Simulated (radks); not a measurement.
Results of a calculation; reference values are marked as such.
Initial-state core-level shifts of the thulium ion Tm+ when its valence configuration changes from [Xe] 4f13 6s1. Code: a radial shooting solver on a logarithmic mesh with Libxc functionals. Model: Dirac Kohn-Sham, LDA (Slater exchange, Perdew-Wang correlation), spin-unpolarised, spherical densities, finite nucleus; open shells fill j = l - 1/2 first; Fermi nuclear charge, rms radius 5.2256 fm. Shifts are changes of the shell-averaged eigenvalues in eV (positive: less bound); the change of the density at the nucleus, which sets a Mossbauer isomer shift, is in e/bohr^3, on a base of 9.458e+05.

| valence | 1s | 4d | 5s | 5p | density at nucleus |
|---|---|---|---|---|---|
| 4f12 5d1 6s1 | -6.466 | -7.144 | -4.020 | -3.258 | +41.27 |
| 4f13 5d0.5 6s0.5 | +0.804 | +0.842 | +0.913 | +0.862 | -24.60 |
| 4f13 6p1 | -1.225 | -1.213 | -1.262 | -1.237 | -44.53 |
| 4f12 6s2 | -8.703 | -9.466 | -6.374 | -5.457 | +105.07 |
| 4f13 5d1 | +1.506 | +1.583 | +1.721 | +1.626 | -47.50 |
| 4f12.5 6s1 6p0.5 | -4.720 | -5.094 | -3.707 | -3.257 | +24.81 |
| 4f14 | +6.072 | +6.719 | +4.909 | +4.264 | -70.80 |
| 4f13.5 6s0.5 | +3.472 | +3.822 | +2.747 | +2.380 | -39.42 |
| 4f11 6s1 6p2 | -21.334 | -22.828 | -15.539 | -13.496 | +123.07 |
